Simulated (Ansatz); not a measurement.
A nudged elastic band was laid between two geometries of BClH₄O₂ (8 atoms, charge 0, multiplicity 1).

Theory: RKS PBE0-D4/6-31G* (Ansatz).

```json
{
 "movable images": "7",
 "climbing image": "yes",
 "spring": "5.0 eV/Å²",
 "optimiser": "quadratic models (default)",
 "start path": "through a guess of the saddle point",
 "force threshold": "0.05 eV/Å",
 "iteration limit": "60",
 "end points": "relaxed"
}
```

Initial state:

```xyz
8
Properties=species:S:1:pos:R:3
B 0.017 -0.002 0.114
Cl 0.056 -0.780 1.786
H 1.069 0.082 -0.441
O -1.112 -0.244 -0.650
H -1.805 -0.672 -0.130
O -0.210 1.748 0.587
H -1.019 1.960 0.091
H -0.442 1.776 1.530
```

Final state:

```xyz
8
Properties=species:S:1:pos:R:3
B -0.556 0.061 -0.303
Cl 1.133 1.227 3.274
H 0.277 -0.793 -0.224
O -1.491 0.123 -1.288
H -1.407 -0.601 -1.918
O -0.566 1.034 0.658
H -1.275 1.677 0.514
H 0.438 1.141 2.174
```

Task: Which bonds break or form, and what moves?

Result: Bonds broken: B1–Cl2, O6–H8. Bonds formed: Cl2–H8. BClH4O2 becomes BH3O2 + ClH.

Task: Give the energies along the band, and the barrier.

Result: The run converged. The highest image is number 4 of 0 to 8, 0.54 eV above the first end and 0.98 eV above the last; the last end lies 0.43 eV below the first. A vibrational analysis at the climbing image gives one clearly imaginary mode, 672i cm⁻¹: a first-order saddle point. The orbitals stay closed-shell, which can raise the energy where a bond breaks towards radicals; this wasn't checked here.

```csv
image,path coordinate (Å),energy (eV),B1–Cl2 (Å),O6–H8 (Å),Cl2–H8 (Å)
0,0.00,0.00,1.84,0.97,2.62
1,0.56,0.02,1.86,0.97,2.61
2,1.12,0.07,1.88,0.97,2.54
3,1.68,0.14,1.97,0.99,2.12
4,2.24,0.54,2.41,1.13,1.68
5,3.11,-0.30,3.15,1.83,1.31
6,3.97,-0.39,3.65,1.86,1.30
7,4.84,-0.43,3.96,1.82,1.30
8,5.71,-0.43,4.12,1.82,1.30
```

Task: What is the geometry of the highest image?

Result: 
```xyz
8
Properties=species:S:1:pos:R:3
B -0.194 0.260 -0.037
Cl 0.058 -0.138 2.325
H 0.854 -0.185 -0.374
O -1.420 -0.099 -0.477
H -1.432 -0.981 -0.866
O -0.190 1.683 0.433
H -1.106 2.016 0.398
H -0.016 1.313 1.486
```

Task: What are the harmonic wavenumbers there?

Result: 672i, 199, 387, 417, 473, 486, 606, 878, 948, 990, 1073, 1175, 1366, 1451, 1758, 2763, 3728, 3872 cm⁻¹.

The band took 23 iterations and roughly 7 core-minutes.

The run took 7.4 min on 1 thread of Arm Neoverse V1, on a shared host, peak memory 0.14 GiB.
